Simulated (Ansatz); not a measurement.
Ideal-gas functions of `O[C](F)(Cl)[ZnH]` at 298.15 K and 1 bar, from an Ansatz frequency run at PBE0-D4/def2-TZVP.

Molar mass 149.87 g/mol, point group C1 (symmetry number 1), electronic degeneracy 1, moments of inertia 141.674, 286.549, 339.574 u Å². Harmonic wavenumbers (cm⁻¹, unscaled): 86, 163, 287, 319, 360, 453, 474, 480, 621, 699, 1017, 1171, 1363, 1946, 3731.

Use S(trans) = R[1.5 ln M + 2.5 ln T − 1.1517]; rotational temperatures θ = 24.2544 K / I; S(rot) = R[ln(√π/σ · √(T³/θAθBθC)) + 1.5]; for each mode x = 1.438777 ν̃/T, S = R[x/(eˣ − 1) − ln(1 − e⁻ˣ)] and H = RT x/(eˣ − 1); 1 cm⁻¹ = 0.0119627 kJ/mol; R = 8.31446 J/(mol·K).

Question: By hand: the entropy, in J/(mol·K).

Answer: Translation 171.3. Rotation: θ = 0.1712, 0.0846, 0.0714 K, giving 116.9. Vibration, mode by mode: 15.69, 10.52, 6.24, 5.50, 4.69, 3.29, 3.04, 2.97, 1.74, 1.29, 0.37, 0.19, 0.09, 0.01, 0.00, in all 55.6. Electronic 0.0. Sum 343.8 J/(mol·K).

Question: By hand: H − E and G − E in kJ/mol, counted from the electronic energy.

Answer: Zero-point energy ½ × 13170 × 0.0119627 = 78.8; thermal vibration 9.5; translation, rotation and pV give 4 RT = 9.9. H − E = 98.2 kJ/mol, and G − E = 98.2 − 298.15 × 343.8/1000 = -4.3 kJ/mol.

Vibration gives 16 % of the entropy, 15.7 J/(mol·K) of it from the mode under 150 cm⁻¹: soft modes count most, and the harmonic formula is weakest for them. The sum counts one conformer and one mirror image; others add a mixing term.
